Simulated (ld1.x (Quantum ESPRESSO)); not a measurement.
**An all-electron radial function and its pseudo partner (Ag (Z = 47))**

Columns: radius, all-electron u(r) and pseudo u(r) of the 5p shell (level -0.74 eV) of silver in the configuration [Ar] 3d10 4s2 4p6 4d10 5s1 5p0; PBE, scalar-relativistic, PAW scheme, ld1.x (Quantum ESPRESSO) 7.5.

```tsv
r (bohr)	all-electron	pseudo
0.143	-0.0052	0.0333
0.285	-0.0873	0.1175
0.428	-0.0039	0.2158
0.570	0.0942	0.2851
0.713	0.1423	0.2991
0.855	0.1391	0.2554
0.998	0.1019	0.1729
1.140	0.0481	0.0802
1.283	-0.0119	-0.0032
1.425	-0.0709	-0.0700
1.568	-0.1263	-0.1263
1.710	-0.1760	-0.1760
1.853	-0.2205	-0.2205
1.995	-0.2591	-0.2591
2.138	-0.2928	-0.2928
2.280	-0.3216	-0.3216
2.423	-0.3462	-0.3462
2.565	-0.3669	-0.3669
2.708	-0.3843	-0.3843
2.850	-0.3986	-0.3986
2.992	-0.4101	-0.4101
3.135	-0.4194	-0.4194
3.278	-0.4265	-0.4265
3.420	-0.4316	-0.4316
3.563	-0.4351	-0.4351
3.705	-0.4372	-0.4372
```

**Question.** How many radial nodes do the two functions have?

**Answer.** The all-electron 5p function has n − l − 1 = 3 (the table is too coarse to show those close to the nucleus); the pseudo-wave has 1, since 1 lower shell of the same l stays in the valence.

**Question.** At about which radius was the pseudo-wave matched?

**Answer.** 1.60 bohr, where the columns begin to agree (steps of 0.14 bohr).

**Question.** Is the pseudo-wave norm-conserving?

**Answer.** No, it belongs to a PAW set: the norm inside the radius is not constrained, and the difference is carried by the augmentation charge.
